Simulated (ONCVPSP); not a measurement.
## Reading a pseudo-wave (cadmium (Cd))

Columns: radius, all-electron u(r) and pseudo u(r) of the 4s shell (level -105.92 eV) of cadmium in the configuration [Ar] 3d10 4s2 4p6 4d10 5s2; PBE, scalar-relativistic, ONCV scheme, ONCVPSP 4.0.1.

| r (bohr) | all-electron | pseudo |
| --- | --- | --- |
| 0.080 | 0.4440 | 0.1077 |
| 0.160 | -0.0750 | 0.2248 |
| 0.240 | -0.6500 | 0.3573 |
| 0.320 | -0.5984 | 0.5057 |
| 0.400 | -0.1666 | 0.6636 |
| 0.480 | 0.3463 | 0.8195 |
| 0.560 | 0.7739 | 0.9590 |
| 0.640 | 1.0609 | 1.0681 |
| 0.720 | 1.2107 | 1.1361 |
| 0.800 | 1.2504 | 1.1584 |
| 0.880 | 1.2125 | 1.1359 |
| 0.960 | 1.1266 | 1.0754 |
| 1.040 | 1.0153 | 0.9869 |
| 1.120 | 0.8948 | 0.8818 |
| 1.200 | 0.7753 | 0.7707 |
| 1.280 | 0.6630 | 0.6619 |
| 1.360 | 0.5612 | 0.5610 |
| 1.440 | 0.4713 | 0.4712 |
| 1.520 | 0.3931 | 0.3930 |
| 1.600 | 0.3262 | 0.3261 |
| 1.680 | 0.2695 | 0.2694 |
| 1.760 | 0.2217 | 0.2217 |
| 1.840 | 0.1819 | 0.1819 |
| 1.920 | 0.1489 | 0.1489 |
| 2.000 | 0.1216 | 0.1216 |
| 2.080 | 0.0991 | 0.0991 |

How many radial nodes do the two functions have?

The all-electron 4s function has n − l − 1 = 3 (the table is too coarse to show those close to the nucleus); the pseudo-wave has 0, since the states of the same l below it are removed with the core.

At about which radius was the pseudo-wave matched?

1.45 bohr. The columns agree to 0.0005 from 1.36 bohr on; several derivatives are matched, so the curves merge somewhat inside the radius.

Is the pseudo-wave norm-conserving?

Yes: the ONCV scheme keeps the norm inside the radius equal to the all-electron one, which fixes the energy derivative of the logarithmic derivative at the level.
